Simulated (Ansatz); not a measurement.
`[NH2][GeH2][Si](N)(O)O` and `N[SiH](O)O` differ in one atom or group.

Ansatz, PBE0-D4/def2-TZVP geometries, multiplicity 1. Each molecule was computed in one conformer, which needn't be the lowest.

Scalar relativity is left out up to krypton.

| property | `[NH2][GeH2][Si](N)(O)O` |
| --- | --- |
| HOMO–LUMO gap (PBE0/def2-TZVPP) / eV | 7.25 |
| HOMO–LUMO gap (ωB97M-V/def2-TZVPP) / eV | 11.15 |
| LUMO energy (PBE/def2-TZVPP) / eV | -0.62 |
| LUMO energy (B3LYP/def2-TZVPP) / eV | -0.06 |
| size of the dipole moment (ωB97M-V/def2-TZVPP) / D | 1.19 |
| HOMO energy (PBE/def2-TZVPP) / eV | -5.65 |

Q: Give the same properties after the change, and the shifts. (Best estimate.)

A: Ansatz gave: 
```tsv
property	`N[SiH](O)O`	shift
HOMO–LUMO gap (PBE0/def2-TZVPP) / eV	8.43	1.18
HOMO–LUMO gap (ωB97M-V/def2-TZVPP) / eV	12.21	1.06
LUMO energy (PBE/def2-TZVPP) / eV	-0.19	0.43
LUMO energy (B3LYP/def2-TZVPP) / eV	0.27	0.33
size of the dipole moment (ωB97M-V/def2-TZVPP) / D	3.06	1.87
HOMO energy (PBE/def2-TZVPP) / eV	-6.29	-0.64
```

With PBE0 the HOMO falls by 0.70 eV and the LUMO rises by 0.47 eV, so the gap widens by about 1.17 eV. PBE moves the HOMO by -0.64 eV and ωB97M-V by -0.83 eV. Dipoles are sizes alone; their direction can turn.

B3LYP here is the variant with VWN-RPA as its local correlation; programs differ in this.
